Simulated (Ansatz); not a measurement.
One change: `C[SiH2]N[SiH3]` becomes `C[SiH2]N[SiH2]Cl`.

Ansatz, PBE0-D4/def2-TZVP geometries, multiplicity 1. Each molecule was computed in one conformer, which needn't be the lowest.

| property | `C[SiH2]N[SiH3]` |
| --- | --- |
| HOMO energy (B3LYP/def2-TZVPP) / eV | -7.14 |
| HOMO–LUMO gap (PBE/def2-TZVPP) / eV | 5.39 |
| HOMO–LUMO gap (B3LYP/def2-TZVPP) / eV | 7.11 |
| HOMO–LUMO gap (PBE0/def2-TZVPP) / eV | 7.55 |
| size of the dipole moment (B3LYP/def2-TZVPP) / D | 1.27 |
| HOMO energy (PBE/def2-TZVPP) / eV | -6.04 |

Task: What does the change do to each property? (An estimate is asked.)

Result: The calculation gave: 
```
                                        property  `C[SiH2]N[SiH2]Cl`  shift
             HOMO energy (B3LYP/def2-TZVPP) / eV               -7.61  -0.47
             HOMO–LUMO gap (PBE/def2-TZVPP) / eV                5.87   0.48
           HOMO–LUMO gap (B3LYP/def2-TZVPP) / eV                7.59   0.48
            HOMO–LUMO gap (PBE0/def2-TZVPP) / eV                8.05   0.50
size of the dipole moment (B3LYP/def2-TZVPP) / D                1.78   0.51
               HOMO energy (PBE/def2-TZVPP) / eV               -6.52  -0.48
```

Dipoles are sizes alone; their direction can turn.

B3LYP here is the variant with VWN-RPA as its local correlation; programs differ in this.
